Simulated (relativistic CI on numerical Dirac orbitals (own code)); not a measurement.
Method of calculation: Dirac-Coulomb-Breit CI, separate exchange-only KLI orbitals for each configuration, model QED (radiative potential, 1s self-energy scaled to tabulated hydrogen-like ionisation energies), valence Slater integrals scaled by 0.85, P86 correlation energy added to each configuration (own radial code, finite nucleus).

CI space (outside the closed core [Ar]): 3d10 4s, 3d9 4s2, 3d10 4p, 3d9 4s 4p, 3d10 5s, 3d10 4d, 3d10 5p, 3d10 6s, 3d10 4f, 3d10 6p, 3d10 5d, 3d10 7s, 3d10 5g, 3d10 5f, 3d10 7p, 3d10 6d, 3d9 4s 5s, 3d10 8s, 3d10 8p, 3d9 4s 5p, 3d9 4s 6s, 3d9 4s 4d, 3d9 4s 4f, 3d9 4s 6p, 3d9 4s 5d, 3d9 4s 7s. Double excitations out of closed p, d and f shells are left out; levels of such configurations are missing from the list, as are those of other unlisted configurations, and high levels can miss mixing partners.

Correlation outside the listed configurations is missing or only estimated: errors of thousands of cm⁻¹ between configurations and terms are usual at this charge. Rates and lifetimes follow the computed energies and can be off by large factors. The fine structure of a lone outer electron comes out too small, for d and f at times inverted, and misplaced configurations move strength between like terms. 18 of the 23 excited levels that our extract of the measured tables holds in this range could be paired (the sources list more); they are missed by 13750 cm⁻¹ on average and 18321 at most, and levels without a partner can miss by more.

Outline of the computed level scheme of Cu I. Lowest level of each configuration: 3d10 4s 2S_1/2 at 0.0000 eV; 3d9 4s2 2D_5/2 at 0.2107 eV; 3d9 4s 4p 4P°_5/2 at 2.7029 eV; 3d10 4p 2P°_1/2 at 3.0647 eV; 3d10 5s 2S_1/2 at 4.5322 eV; 3d10 4d 2D_3/2 at 5.2088 eV; 3d10 5p 2P°_3/2 at 5.4409 eV; 3d9 4s 5s 4D_7/2 at 5.4984 eV; 3d10 6s 2S_1/2 at 5.6821 eV.

Some strong electric-dipole decays among the lowest 40 levels: 3d9 4s 4p 2F°_7/2 → 3d9 4s2 2D_5/2 (6.2e+08 s⁻¹); 3d9 4s 4p 2F°_5/2 → 3d9 4s2 2D_3/2 (5.8e+08 s⁻¹); 3d9 4s 4p 2D°_5/2 → 3d9 4s2 2D_5/2 (5.7e+08 s⁻¹); 3d9 4s 4p 2P°_3/2 → 3d9 4s2 2D_5/2 (4.3e+08 s⁻¹); 3d9 4s 4p 2D°_3/2 → 3d9 4s2 2D_3/2 (3.3e+08 s⁻¹); 3d9 4s 4p 2P°_1/2 → 3d9 4s2 2D_3/2 (3.1e+08 s⁻¹); 3d10 5p 2P°_3/2 → 3d9 4s2 2D_3/2 (2.5e+08 s⁻¹); 3d10 5p 2P°_1/2 → 3d9 4s2 2D_3/2 (2.5e+08 s⁻¹).

Rates of lines that live on the mixing of spin multiplicities can be off by large factors.

LS names give the leading component of a level, which can be under half, so a name can repeat, a term be missing and a line seem to break the LS rules.
